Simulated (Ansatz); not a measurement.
Single points on BiMe2F (C₂H₆BiF).

```yaml
crystal:
  periodic: [false, false, false]
  atoms:
    - {symbol: Bi, position_ang: [-0.418408, -0.717263, 1.140460]}
    - {symbol: C, position_ang: [1.548722, -0.574924, 0.032299]}
    - {symbol: H, position_ang: [1.908991, 0.464027, 0.023039]}
    - {symbol: H, position_ang: [1.336150, -0.909485, -0.993309]}
    - {symbol: H, position_ang: [2.302646, -1.231772, 0.487647]}
    - {symbol: C, position_ang: [-1.272464, 1.054170, 0.023282]}
    - {symbol: H, position_ang: [-2.264859, 1.318080, 0.414698]}
    - {symbol: H, position_ang: [-1.359129, 0.742663, -1.027657]}
    - {symbol: H, position_ang: [-0.594227, 1.916578, 0.106061]}
    - {symbol: F, position_ang: [-1.187412, -2.062073, -0.206520]}
basis:
  gaussian: {orbitals: def2-TZVP, initial_orbitals: start.molden}
hamiltonian: {xc: {name: CAM-B3LYP}, dispersion: d4}
scf: {omitted_lower_state_checks: [starts]}
output: {orbitals: {seedname: orbitals}}
```

The file start.molden holds the orbitals of an earlier run on this structure, at another level or in another basis.

```sh
$ ansatz run in.yaml --threads 4 --pin off --events-out ev --progress --plain --max-ram 3916MiB
```

Shortened log:

```
Functional definition: CAM-B3LYP
  name "CAM-B3LYP"
  cite "Yanai, Tew & Handy, Chem. Phys. Lett. 393, 51 (2004) doi:10.1016/j.cplett.2004.06.011"
  cite "Iikura, Tsuneda, Yanai & Hirao, J. Chem. Phys. 115, 3540 (2001) doi:10.1063/1.1383587"
  cite "Becke, Phys. Rev. A 38, 3098 (1988) doi:10.1103/PhysRevA.38.3098"
  cite "Lee, Yang & Parr, Phys. Rev. B 37, 785 (1988) doi:10.1103/PhysRevB.37.785"
  cite "Vosko, Wilk & Nusair, Can. J. Phys. 58, 1200 (1980) doi:10.1139/p80-159"
  parameter alpha = 0.19
  parameter beta = 0.46
  parameter omega = 0.33/bohr
  parameter ac = 0.81
  # Exact exchange under (alpha + beta erf(omega r))/r, Becke's under what is left of 1/r.
  exchange = (1 - alpha - beta)*b88_x + beta*b88_x_sr(omega) + alpha*exact_x + beta*exact_x_lr(omega)
  correlation = (1 - ac)*vwn5_c + ac*lyp_c
these checks for a lower state are left out or cut short: starts
1185 factors; their error is unknown
355 factors; integrals over basis functions are off by at most 1.3e-5 eV
mean field evaluation 1: about -10729.2786 eV, gradient 6.8e0 eV
mean field evaluation 2: about -10729.3477 eV, gradient 6.6e-2 eV
mean field evaluation 4: about -10729.3938 eV, gradient 2.0e-4 eV
mean field -10729.39381980 eV, -394.2979502333 hartree, gradient 1.9e-5 eV, S^2 0.000000; 0 other end points of the search recorded, 0 dependent functions left out
reference -10729.39395014 eV, -394.2979550232 hartree; 25, 25 occupied and 154, 154 virtual orbitals, 1185 factors
Total energy: -10729.56768042 eV, -394.3043394933 hartree
Checks for a lower state left out: starts
```

It took 7 s on 4 threads of Intel Xeon on a shared host.

The first input with `hamiltonian: {xc: {name: LC-wPBE}}` (abridged; 6.5 s):

```
Functional definition: LC-wPBE
mean field -10730.21299260 eV, -394.3280542786 hartree, gradient 2.1e-5 eV, S^2 0.000000
Total energy: -10730.21299261 eV, -394.3280542788 hartree
Checks for a lower state left out: starts
```

The first input with `hamiltonian: {xc: {name: B3LYP}, dispersion: d4}` (abridged; 4.8 s):

```
Functional definition: B3LYP
mean field -10734.38128234 eV, -394.4812361011 hartree, gradient 9.6e-6 eV, S^2 0.000000
Total energy: -10734.70750719 eV, -394.4932246432 hartree
Checks for a lower state left out: starts
```

First input, but with `hamiltonian: {xc: pbe, dispersion: d4}` (abridged; 3.3 s):

```
Functional definition: PBE
mean field -10727.22124370 eV, -394.2181095343 hartree, gradient 1.4e-5 eV, S^2 0.000000
Total energy: -10727.42167827 eV, -394.2254753689 hartree
Checks for a lower state left out: starts
```

The first input with `hamiltonian: {xc: pbe0, dispersion: d4}` (abridged; 7 s):

```
Functional definition: PBE0
mean field -10726.74329762 eV, -394.2005453400 hartree, gradient 1.5e-5 eV, S^2 0.000000
Total energy: -10726.91287916 eV, -394.2067773465 hartree
Checks for a lower state left out: starts
```

The first input with `hamiltonian: {xc: {name: wB97X-V}}` (abridged; 13 s):

```
Functional definition: wB97X-V
mean field -10729.75577592 eV, -394.3112518753 hartree, gradient 2.1e-5 eV, S^2 0.000000
Total energy: -10729.75577390 eV, -394.3112518011 hartree
Checks for a lower state left out: starts
```

As the first input, with `gaussian: {orbitals: def2-SVP, initial_orbitals: start.molden}`, `hamiltonian: {xc: pbe, dispersion: d4}` (abridged; 2.7 s):

```
Functional definition: PBE
mean field -10720.69934052 eV, -393.9784340131 hartree, gradient 6.5e-5 eV, S^2 0.000000
Total energy: -10720.89976673 eV, -393.9857995405 hartree
Checks for a lower state left out: starts
```

Geometry: PBE0-D4/def2-SVP.

In the def2 sets Bi takes a core potential; there is no spin–orbit coupling. LC-ωPBE has ω = 0.4 bohr⁻¹. B3LYP takes the VWN-RPA correlation.
